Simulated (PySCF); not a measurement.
Excitation energy of C²⁺ by level of theory

C²⁺ [He] 2s2 (1S) → C²⁺ [He] 2s1 2p1 (3P), as a difference of total energies. All numbers are calculated (PySCF 2.14, scalar relativity by spin-free X2C-1e, in aug-cc-pVDZ-DK (4s3p2d, 23 functions)). Correlated levels: valence: 1s2 frozen. The calculations carry no spin-orbit coupling.

| method | excitation energy (cm⁻¹) |
| --- | --- |
| UHF | 38006 |
| MP2 (valence) | 46245 |
| SCS-MP2 (valence) | 48282 |
| CCSD (valence) | 53079 |

A first-order spin-orbit estimate (lowest level to lowest level, LS coupling) adds -0.006 eV.

With two correlated electrons CCSD is exact in that space.

The coupled-cluster amplitudes are large for the lower state (T1 above 0.03 or a double amplitude above 0.15), so a single reference is strained.
